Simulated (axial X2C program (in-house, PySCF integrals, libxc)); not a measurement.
# Nuclear properties of ZrS

Calculated with an axial X2C code built on PySCF integrals: two-component X2C with atomic mean-field Coulomb and Gaunt terms, Gaussian nuclei, basis Zr dyall-cv3z, S dyall-av3z with contracted cores.

R = 2.186 Å (near the PBE0 minimum at charge 0 of the determinant lowest at the starting distance; the state shown can have its own minimum elsewhere).

Determinant lowest in the PBE0 search, Ω = 1 (⟨Sz⟩ = -1.00, ⟨Lz⟩ = 2.00 at PBE0), spin on the atoms Zr -1.09, S 0.09:

```csv
level,Eeff magnitude (GV/cm),Ws magnitude Zr (kHz),A∥/gI Zr (MHz),qzz Zr (a.u.),A∥/gI S (MHz),qzz S (a.u.),μ (D)
PBE0,2.33,1.05,-963,-0.75,-21.9,-0.59,-5.49
HF,3.43,1.53,-811,-0.73,-11.2,-0.69,-6.62
LDA,2.3,1.03,-1060,-0.89,-22.4,-0.64,-4.69
PBE50,2.45,1.1,-959,-0.69,-20.7,-0.60,-6.10
TPSSh,2.08,0.936,-914,-0.80,-15,-0.59,-5.37
```

Determinant 0.08 eV from it at PBE0 and this distance, Ω = 3 (⟨Sz⟩ = 1.00, ⟨Lz⟩ = 2.00 at PBE0), spin on the atoms Zr 1.09, S -0.09:

| level | Eeff magnitude (GV/cm) | Ws magnitude Zr (kHz) | A∥/gI Zr (MHz) | qzz Zr (a.u.) | A∥/gI S (MHz) | qzz S (a.u.) | μ (D) |
| --- | --- | --- | --- | --- | --- | --- | --- |
| PBE0 | 2.29 | 0.346 | 598 | -0.79 | 5.32 | -0.59 | -5.47 |
| HF | 3.37 | 0.503 | 525 | -0.74 | -10.3 | -0.69 | -6.61 |
| LDA | 2.28 | 0.343 | 637 | -0.93 | 9.02 | -0.64 | -4.67 |
| PBE50 | 2.41 | 0.362 | 593 | -0.72 | 1.07 | -0.60 | -6.09 |
| TPSSh | 2.05 | 0.309 | 586 | -0.85 | 5.27 | -0.59 | -5.36 |

Eeff is the effective electric field on the electron electric dipole moment in this Ω state and Ws the scalar–pseudoscalar constant of the nucleus named (defined with the proton number Z and per Ω); A∥ (defined per Ω) follows by multiplying with gI = μI/(I μN); qzz is the electric field gradient, eQq0 = 234.96 MHz × Q/barn × qzz; μ is positive if the S end (last atom) is positive. The operators were transformed with the bare-nucleus X2C matrices; with these basis sets, hyperfine constants and field gradients can be off by tens of per cent, and where levels differ in sign neither size nor sign is settled.

With gI(91Zr) = -0.5214, Q(91Zr) = -0.176 barn, Q(33S) = -0.0694 barn (g factors from the IAEA table of nuclear moments by Stone; Q from Pyykkö, Mol. Phys. 2018), turn the PBE0 values of the first state into constants in MHz.

A∥(91Zr) = -963 × -0.5214 = 502 MHz; eQq0(91Zr) = 234.96 × (-0.176) × (-0.75) = 31 MHz; eQq0(33S) = 234.96 × (-0.0694) × (-0.59) = 9.62 MHz.

Each state is one determinant with collinear spin, which with several unpaired electrons need not be a pure state. Unrestricted Hartree–Fock can overshoot spin polarisation at the nuclei. With several open shells hyperfine constants can be off by a factor of several. Open-shell Ω = 0 determinants with evenly filled partner blocks cannot be reached by this program, so the Ω shown need not be the lowest component. States lie within half an eV, so the first need not be the ground state. Further determinants of the search, some of them spin-mixed, are not shown. Where a field gradient or hyperfine factor spreads by more than a factor of two over the levels, a constant derived from it is not to be relied on. PBE0 term energies can be off by some tenths of an eV.
